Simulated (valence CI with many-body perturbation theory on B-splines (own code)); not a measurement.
## Ir⁵⁺ in brief

Calculated by relativistic CI+MBPT: four valence electrons over a frozen Dirac-Fock core [Xe] 4f14, radial functions for each j: 7 s, 7 p, 8 d, 6 f, 4 g, 1 h, with the one-electron correlation potential Σ1 (screened to all orders), the two-electron term Σ2, the three-electron term Σ3, Breit, model QED; selected single and double excitations, second order for the rest, scaled by the run's own slope (own B-spline code, finite nucleus).

No measured spectrum was set against this ion. As an estimate, terms of the open shell hold to 2 to 4 % of their energy, and close levels can change places; different configurations can be misplaced against each other by 1,000 to 8,000 cm⁻¹. Only levels of the ground parity were solved; by the run's estimate the other parity begins above the list, which can be wrong where configurations are misplaced.

Names give the largest LS component (configuration and term), which can be under half, so a name can repeat, a term be missing and a line seem to break the LS rules; names also repeat where a configuration has a term twice.

Rates and lifetimes use the calculated energies. Strong lines usually hold to 10 to 20 %, long lifetimes can be off by a factor of two.

Task: What is the ground level?

Result: 5d⁴ ⁵D_0, composition 61 % 5d⁴ ⁵D + 34 % 5d⁴ ³P + 3 % 5d⁴ ¹S.

Task: What is the ionisation energy?

Result: 73.546 eV; NIST lists 72 ± 2 eV (theoretical).

Task: How well does LS coupling describe the low levels?

Result: Among the lowest 20 levels the leading LS term, summed over configurations, holds 63 % on average. For single configurations the figures are 62 % in LS and 68 % in jj coupling. Terms mix most in the J = 3 level at 41712 cm⁻¹, where the leading one holds 33 %.
